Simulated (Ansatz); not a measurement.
`[CH3][Ti]([F])([F])[Cl]` + CH₃SH → `C[S][Ti]([F])([F])[Cl]` + CH₄ at 500 K and 1 bar (ligand exchange at a Ti–C bond).

Gas-phase electronic energies from Ansatz, PBE0-D4/def2-TZVP geometries. CCSD(T)/CBS adds triple-zeta CCSD(T) − MP2 to the extrapolated MP2 energy (def2 sets, frozen cores). This one scheme is used for every species. For Ti outer-core shells are correlated without core-valence functions, which leaves a few kJ/mol of doubt a bond. Scalar relativity is left out up to krypton. Each species was taken in one conformer, which may not be the lowest.

```
                  species  CCSD(T)/CBS energy (Eh)  H − E (kJ/mol)  S (J/(mol·K))
`[CH3][Ti]([F])([F])[Cl]`              -1548.34863           153.9          424.4
                    CH₃SH               -438.22835           145.1          283.7
 `C[S][Ti]([F])([F])[Cl]`              -1946.16025           172.6          479.0
                      CH₄                -40.46206           135.6          206.8
```

H − E and S are ideal-gas, rigid-rotor, harmonic terms from PBE0-D4/def2-TZVP, for one conformer and one mirror image of each species. 1 Eh = 2625.50 kJ/mol, R = 8.31446 J/(mol·K).

Q: By hand: ΔE, ΔH, ΔS and ΔG.

A: ΔE = (-1946.16025) + (-40.46206) − (-1548.34863) − (-438.22835) = -0.04533 Eh = -119.0 kJ/mol. Δ(H − E) = 172.6 + 135.6 − 153.9 − 145.1 = 9.2, so ΔH = -109.8 kJ/mol. ΔS = 479.0 + 206.8 − 424.4 − 283.7 = -22.3 J/(mol·K). ΔG = -109.8 − 500 × (-22.3)/1000 = -98.6 kJ/mol.

Q: By hand: the equilibrium constant, and the temperature at which ΔG would vanish if ΔH and ΔS stayed fixed.

A: log₁₀ K = −ΔG/(RT ln 10) = 10.3. ΔG = 0 at ΔH/ΔS = 4924 K, far beyond where these terms or the molecules hold.

ΔH outweighs TΔS. A doubt of 5 kJ/mol in ΔE shifts log₁₀ K by 0.5 here. Other conformers and mirror images would add mixing entropy, several J/(mol·K) or more a flexible species. Modes under 60 cm⁻¹, often nearly free rotors, make the harmonic entropy too high. These are equilibria of isolated gas molecules and say nothing of rates. Largest T1 diagnostic: 0.025 (customary marks: 0.02 for closed shells, 0.045 for open ones).
